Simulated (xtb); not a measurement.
xtb input (GFN2-xTB):

```bash
xtb mol.xyz --gfn 2 --sp --chrg 0 --uhf 0
```
mol.xyz:
```
21

C      3.06573345     0.66394003     0.54956396
C      1.57029699     0.88483597     0.65064410
O      0.89444213    -0.13743093    -0.06405569
Si    -0.75181876    -0.26726165    -0.20554531
C     -1.03695733    -1.78927036    -1.24619138
C     -1.53381492    -0.45707210     1.48833479
C     -1.45154757     1.25801159    -1.04262170
H      3.33594341    -0.30600397     0.96936546
H      3.38350261     0.68549520    -0.49379419
H      3.60528526     1.44182874     1.09423225
H      1.25965967     0.87646838     1.70260097
H      1.30719351     1.86743894     0.24022140
H     -0.56790339    -1.68431609    -2.22653416
H     -0.61539210    -2.67434591    -0.76554284
H     -2.10438796    -1.96474042    -1.39979359
H     -1.12647327    -1.32316298     2.01464872
H     -2.61453282    -0.59570132     1.40266199
H     -1.36643842     0.42409322     2.11214576
H     -1.28322481     2.15890438    -0.44792264
H     -2.53033352     1.15965921    -1.18773119
H     -0.99523639     1.41282233    -2.02285673
```

End of the output:

```
         :::::::::::::::::::::::::::::::::::::::::::::::::::::
         ::                     SUMMARY                     ::
         :::::::::::::::::::::::::::::::::::::::::::::::::::::
         :: total energy             -23.664627886041 Eh    ::
         :: gradient norm              0.039380013512 Eh/a0 ::
         :: HOMO-LUMO gap              7.184210653784 eV    ::
         ::.................................................::
         :: SCC energy               -23.971680811909 Eh    ::
         :: -> isotropic ES            0.042314475937 Eh    ::
         :: -> anisotropic ES          0.008764722274 Eh    ::
         :: -> anisotropic XC          0.010265941618 Eh    ::
         :: -> dispersion             -0.013053750833 Eh    ::
         :: repulsion energy           0.307052925868 Eh    ::
         :: add. restraining           0.000000000000 Eh    ::
         :: total charge              -0.000000000000 e     ::
         :::::::::::::::::::::::::::::::::::::::::::::::::::::

           -------------------------------------------------
          |                Property Printout                |
           -------------------------------------------------

    * Orbital Energies and Occupations

         #    Occupation            Energy/Eh            Energy/eV
      -------------------------------------------------------------
         1        2.0000           -0.7610964             -20.7105
       ...           ...                  ...                  ...
        10        2.0000           -0.4949105             -13.4672
        11        2.0000           -0.4667652             -12.7013
        12        2.0000           -0.4660417             -12.6816
        13        2.0000           -0.4628001             -12.5934
        14        2.0000           -0.4598025             -12.5119
        15        2.0000           -0.4571575             -12.4399
        16        2.0000           -0.4539654             -12.3530
        17        2.0000           -0.4531983             -12.3322
        18        2.0000           -0.4509775             -12.2717
        19        2.0000           -0.4256274             -11.5819
        20        2.0000           -0.4194981             -11.4151
        21        2.0000           -0.3888789             -10.5819
        22        2.0000           -0.3847880             -10.4706 (HOMO)
        23                         -0.1207731              -3.2864 (LUMO)
        24                         -0.0993133              -2.7025
        25                         -0.0935955              -2.5469
        26                         -0.0045709              -0.1244
        27                          0.0235289               0.6403
        28                          0.0720103               1.9595
        29                          0.1335102               3.6330
        30                          0.1550319               4.2186
        31                          0.1569635               4.2712
        32                          0.1646980               4.4817
        33                          0.1838008               5.0015
       ...                                ...                  ...
        47                          0.7422488              20.1976
      -------------------------------------------------------------
                  HL-Gap            0.2640149 Eh            7.1842 eV
             Fermi-level           -0.2527806 Eh           -6.8785 eV

     #   Z          covCN         q      C6AA      α(0)
     1   6 C        3.750    -0.111    22.688     6.793
     2   6 C        3.729     0.086    19.245     6.263
     3   8 O        1.619    -0.373    20.351     6.089
     4  14 Si       3.461     0.547   101.203    19.569
     5   6 C        3.652    -0.204    24.887     7.164
     6   6 C        3.651    -0.207    24.974     7.178
     7   6 C        3.651    -0.207    24.974     7.178
     8   1 H        0.924     0.053     2.283     2.363
     9   1 H        0.924     0.053     2.283     2.363
    10   1 H        0.924     0.041     2.440     2.443
    11   1 H        0.924     0.022     2.707     2.573
    12   1 H        0.924     0.022     2.707     2.573
    13   1 H        0.924     0.035     2.517     2.481
    14   1 H        0.924     0.035     2.517     2.481
    15   1 H        0.924     0.021     2.718     2.578
    16   1 H        0.924     0.036     2.508     2.477
    17   1 H        0.924     0.031     2.566     2.505
    18   1 H        0.924     0.027     2.631     2.536
    19   1 H        0.924     0.027     2.631     2.536
    20   1 H        0.924     0.031     2.566     2.505
    21   1 H        0.924     0.036     2.508     2.477

 Mol. C6AA /au·bohr⁶  :       3672.692372
 Mol. C8AA /au·bohr⁸  :      96004.458562
 Mol. α(0) /au        :         95.124961

Wiberg/Mayer (AO) data.
largest (>0.10) Wiberg bond orders for each atom

 ---------------------------------------------------------------------------
     #   Z sym  total        # sym  WBO       # sym  WBO       # sym  WBO
 ---------------------------------------------------------------------------
     1   6 C    3.994 --     2 C    1.018     8 H    0.986     9 H    0.986
                            10 H    0.984
     2   6 C    3.951 --     1 C    1.018     3 O    0.977    11 H    0.977
                            12 H    0.977
     3   8 O    2.244 --     4 Si   1.113     2 C    0.977
     4  14 Si   3.834 --     3 O    1.113     6 C    0.891     7 C    0.891
                             5 C    0.880
     5   6 C    3.982 --    15 H    0.998    13 H    0.990    14 H    0.990
                             4 Si   0.880
     6   6 C    3.979 --    17 H    0.991    18 H    0.988    16 H    0.986
                             4 Si   0.891
     7   6 C    3.979 --    20 H    0.991    19 H    0.988    21 H    0.986
                             4 Si   0.891
     8   1 H    0.997 --     1 C    0.986
     9   1 H    0.997 --     1 C    0.986
    10   1 H    0.998 --     1 C    0.984
    11   1 H    1.000 --     2 C    0.977
    12   1 H    1.000 --     2 C    0.977
    13   1 H    0.999 --     5 C    0.990
    14   1 H    0.999 --     5 C    0.990
    15   1 H    0.999 --     5 C    0.998
    16   1 H    0.999 --     6 C    0.986
Note: The following floating-point exceptions are signalling: IEEE_UNDERFLOW_FLAG IEEE_DENORMAL
normal termination of xtb
    17   1 H    0.999 --     6 C    0.991
    18   1 H    0.999 --     6 C    0.988
    19   1 H    0.999 --     7 C    0.988
    20   1 H    0.999 --     7 C    0.991
    21   1 H    0.999 --     7 C    0.986
 ---------------------------------------------------------------------------

Topologies differ in total number of bonds
Writing topology from bond orders to xtbtopo.mol

molecular dipole:
                 x           y           z       tot (Debye)
 q only:        0.083       0.266       0.183
   full:       -0.045       0.368       0.248       1.133
molecular quadrupole (traceless):
                xx          xy          yy          xz          yz          zz
 q only:        2.045       1.658      -0.955       1.234       0.320      -1.090
  q+dip:        0.405       1.110      -0.406       0.757      -0.414       0.002
   full:        0.717       2.003      -0.290       1.404       0.349      -0.427

           -------------------------------------------------
          | TOTAL ENERGY              -23.664627886041 Eh   |
          | GRADIENT NORM               0.039380013512 Eh/α |
          | HOMO-LUMO GAP               7.184210653784 eV   |
           -------------------------------------------------

------------------------------------------------------------------------
------------------------------------------------------------------------
 total:
 SCF:
```
